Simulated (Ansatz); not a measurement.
Consider the redistribution: `N[Si@H](F)O[Si@@H](N)O` + `N[SiH2]N[SiH](N)O` → `N[Si@H](O)N[Si@@H](N)F` + `N[SiH2]O[SiH](N)O`.

Calculated with Ansatz (gas phase, PBE0-D4/def2-TZVP geometries, no zero-point term in ΔE). CCSD(T)/CBS adds triple-zeta CCSD(T) − MP2 to the extrapolated MP2 energy (def2 sets, frozen cores). Functionals use def2-TZVPP. Each species was taken in one conformer, which may not be the lowest.

`N[Si@H](F)O[Si@@H](N)O`:

Cartesian coordinates in Å:
```
N -1.771 -1.265 -0.231
Si -1.245 0.180 -0.967
O -2.365 1.350 -0.751
O 0.196 0.543 -0.277
Si 1.252 0.091 0.860
N 2.772 0.676 0.419
F 1.178 -1.512 0.940
H -1.099 -1.958 0.058
H -2.658 -1.678 -0.467
H -1.036 0.167 -2.428
H -2.728 1.437 0.133
H 0.900 0.550 2.217
H 3.561 0.648 1.041
H 3.043 0.770 -0.546
```

`N[SiH2]N[SiH](N)O`:

Z-matrix (Å, degrees):
```
Si
N 1 1.714
N 1 1.738 2 108.0
H 1 1.490 2 106.5 3 124.1
H 1 1.487 2 115.3 3 -114.9
Si 2 1.732 1 127.8 3 48.0
H 2 1.010 1 116.3 3 -137.4
H 3 1.010 1 117.2 2 -151.7
H 3 1.010 1 118.6 2 72.5
N 6 1.709 2 106.9 1 -145.6
O 6 1.637 2 105.4 1 -18.6
H 6 1.483 2 115.2 1 99.2
H 10 1.008 6 121.2 2 59.1
H 10 1.007 6 119.2 2 -155.5
H 11 0.972 6 114.5 2 -13.7
```

`N[Si@H](O)N[Si@@H](N)F`:

Cartesian coordinates in Å:
```
N -1.931 -1.386 1.294
Si -0.755 -1.215 0.071
O 0.787 -1.576 0.475
N -0.745 0.458 -0.411
Si 0.535 1.429 -0.954
N 1.928 1.062 -0.007
F 1.027 1.111 -2.442
H -2.406 -2.268 1.399
H -1.843 -0.911 2.178
H -1.208 -2.133 -1.001
H 1.424 -0.854 0.343
H -1.667 0.861 -0.510
H 0.088 2.841 -0.971
H 2.830 1.236 -0.426
H 1.935 1.345 0.962
```

`N[SiH2]O[SiH](N)O`:

```xyz
14

N     1.730   -0.244    0.557
Si    0.697    0.945    1.270
O    -0.851    0.672    0.812
Si   -1.426   -0.390   -0.300
N    -0.874    0.187   -1.821
O    -0.848   -1.903   -0.081
H     2.477   -0.624    1.117
H     2.028   -0.118   -0.399
H     1.037    2.333    0.863
H     0.834    0.786    2.738
H    -2.889   -0.468   -0.122
H    -1.063    1.143   -2.081
H    -0.960   -0.420   -2.622
H     0.106   -1.898    0.071
```

| species | ωB97M-V energy (Eh) |
| --- | --- |
| `N[Si@H](F)O[Si@@H](N)O` | -943.34272 |
| `N[SiH2]N[SiH](N)O` | -824.06949 |
| `N[Si@H](O)N[Si@@H](N)F` | -923.42461 |
| `N[SiH2]O[SiH](N)O` | -843.98763 |

Task: Work out ΔE.

Result: ΔE = (-923.42461) + (-843.98763) − (-943.34272) − (-824.06949) = -0.00003 Eh = 0.00 eV. CCSD(T)/CBS gives +0.02 eV.

Largest T1 diagnostic among the species: 0.011.

The D4 term adds −0.04 eV with B3LYP and −0.02 eV with PBE0; it sums over pairs of atoms, weighted by their polarisabilities, and B3LYP, whose exchange is more repulsive, gets the larger term. In def2-TZVPP, CCSD(T) changes the Hartree–Fock value by −0.10 eV (the triples alone add −0.02 eV) and MP2 by −0.10 eV.

B3LYP here is the variant with VWN-RPA as its local correlation; programs differ in this.
